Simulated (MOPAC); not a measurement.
MOPAC input (PM7):

```
PM7 1SCF GEO-OK AUX(PRECISION=9) THREADS=1
FRb

Rb   -0.00000000 1   -0.00000000 1   -0.46082120 1
F     0.00000000 1    0.00000000 1    1.89448715 1
```

### Question
What heat of formation does the run end on, and which ionisation energy by Koopmans theorem?

### Answer
-82.10 kcal/mol; 9.29 eV.
